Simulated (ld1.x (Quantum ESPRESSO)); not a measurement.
# Pseudopotential generation for Mo (Z = 42): ultrasoft, LDA (PZ), fully relativistic.

- Element: Mo (Z = 42)
- Generator: ld1.x (Quantum ESPRESSO) 7.5
- Type: ultrasoft
- Functional: LDA (PZ)
- Relativity: fully relativistic
- Frozen core: [Ar] 3d10
- Valence charge: 14
- Reference configuration: 4s2 4p6 4d6 5s0 5p0
- Partial waves: 4s (bound): rcut 2.00, rcutus 2.10 bohr; 5s (bound, empty): rcut 2.00, rcutus 2.10 bohr; 4p (bound): rcut 1.85, rcutus 2.10 bohr; 5p (bound, empty): rcut 1.85, rcutus 2.10 bohr; 4d (bound): rcut 1.80, rcutus 2.00 bohr; 4d channel at 3.65 Ry: rcut 1.80, rcutus 2.00 bohr; 4f channel at 0.1 Ry: rcut 1.65, rcutus 1.75 bohr; 4f channel at 0.95 Ry: rcut 1.65, rcutus 1.75 bohr
- Local potential: all-electron potential smoothed inside 1.75 bohr (lloc = -1)
- Core correction: a·sin(br)/r model core inside 1.80 bohr
- Augmentation charge: PSQ, radius 1.60 bohr

Open shells are filled in proportion to 2j + 1 (rel_dist='average').

All-electron outer shells of the reference configuration (LDA (PZ), scalar-relativistic, ld1.x):

```
shell  level (eV)  outermost node (bohr)  outermost maximum (bohr)
   3p     -376.70                   0.17                      0.38
   3d     -219.10                      –                      0.32
   4s      -62.33                   0.51                      0.99
   4p      -36.59                   0.52                      1.06
   5s       -3.72                   1.35                      3.00
   4d       -2.52                   0.53                      1.42
   5p       -0.87                   1.56                      4.32
```

Problem. Is a potential produced?

Solution. No. ld1.x (Quantum ESPRESSO) 7.5 stopped with "compute_chi: n is too large": near the origin the numerical χ = (ε − T − V_loc)φ did not join its small-r series within 0.05 bohr.
